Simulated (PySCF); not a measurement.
# Working out the ionisation energy of Nb⁺

Nb⁺ [Kr] 4d4 (5D) → Nb²⁺ [Kr] 4d3 (4F). Computed with PySCF 2.14 in def2-TZVPPD with the def2 core potential (28 electrons) (6s4p3d2f1g, 56 functions), with scalar relativity through the core potential. Frozen: nothing. Energies in hartree (1 hartree = 27.21139 eV):

| part | Nb⁺ (lower) | Nb²⁺ (upper) |
| --- | --- | --- |
| UHF | -56.108550 | -55.628564 |
| MP2 opposite-spin | -0.179304 | -0.166752 |
| MP2 same-spin | -0.095139 | -0.071521 |

What does Hartree-Fock give?

(-55.628564) − (-56.108550) = 0.479986 hartree = 13.061 eV.

What do MP2 and SCS-MP2 (6/5 opposite-spin, 1/3 same-spin) give?

The opposite-spin parts differ by 0.342 eV and the same-spin parts by 0.643 eV. MP2: 13.061 + (0.342) + (0.643) = 14.046 eV. SCS-MP2: 13.061 + 1.2 × (0.342) + (0.643)/3 = 13.686 eV.

Reference: 14.32 eV (semi-empirical (NIST evaluation); NIST Atomic Spectra Database, ionization energies), between the lowest levels; spin-orbit coupling is absent from the calculation.

What remains against the reference includes basis incompleteness and correlation beyond second order.
